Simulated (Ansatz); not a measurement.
Born–Oppenheimer molecular dynamics of ClH2Mg2N (6 atoms, charge 0, multiplicity 1). It goes on from the last frame of an earlier run, with new velocities.

The calculation used RKS PBE0-D4/def2-SVP (Ansatz).

- ensemble: NVT, Langevin thermostat
- time step: 0.5 fs
- steps asked: 150
- set temperature: 700 K
- friction: 0.01 /fs
- seed: 746068

First frame:

```xyz
6
Properties=species:S:1:pos:R:3
N -0.753 1.887 -0.205
Mg -0.043 0.138 -0.054
Mg 0.922 -2.468 0.347
Cl 1.992 -4.417 0.479
H -1.102 2.465 0.543
H -0.956 2.376 -1.086
```

**Question.** How far do the bonds stretch over the last three quarters of this one trajectory? (Pairs bonded in most of those frames.)

**Answer.** 
| bond | mean (Å) | spread (Å) | shortest | longest |
| --- | --- | --- | --- | --- |
| N1–Mg2 | 1.911 | 0.023 | 1.88 | 1.95 |
| N1–H5 | 1.031 | 0.041 | 0.96 | 1.10 |
| N1–H6 | 1.027 | 0.037 | 0.97 | 1.09 |
| Mg2–Mg3 | 2.848 | 0.081 | 2.74 | 2.95 |
| Mg3–Cl4 | 2.222 | 0.017 | 2.20 | 2.26 |

Mean temperature of the second half: 431 K. The mean temperature of the second half is 38 % below the set value. A run of 0.075 ps of so small a system gives no equilibrium averages.

Time of the run: 8.4 min on 1 thread of Arm Neoverse V1 (shared host), peak memory 0.26 GiB.
